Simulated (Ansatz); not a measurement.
Basis-set extrapolation for BFH$_{6}$OSi$_{2}$, SMILES `B[SiH2]O[SiH2]F` (PBE0-D4/def2-TZVP geometry, frozen core, Ansatz). Multiplicity 1, RHF reference.

|  | def2-TZVPP | def2-QZVPP |
| --- | --- | --- |
| HF | -780.592596 | -780.621739 |
| MP2 correlation | -0.820981 | -0.889917 |
| CCSD(T) correlation | -0.897767 | not run |

Energies in hartree. Use E(X) = E(∞) + A·exp(−7.88·√X) for Hartree–Fock and E(X) = E(∞) + B·X^(−2.97) for correlation, with X = 3 and 4, and add CCSD(T) minus MP2 of the smaller set to the MP2 limit.

What is the CCSD(T) energy at the basis-set limit?

HF limit: -780.621739 + (-0.029143) × 0.13774 = -780.62575. MP2 limit: -0.889917 + (-0.068936) × 0.74074 = -0.94098. Higher-order term: -0.897767 − (-0.820981) = -0.07679. Total: -781.64352 hartree, 4.17 eV below CCSD(T)/def2-TZVPP.
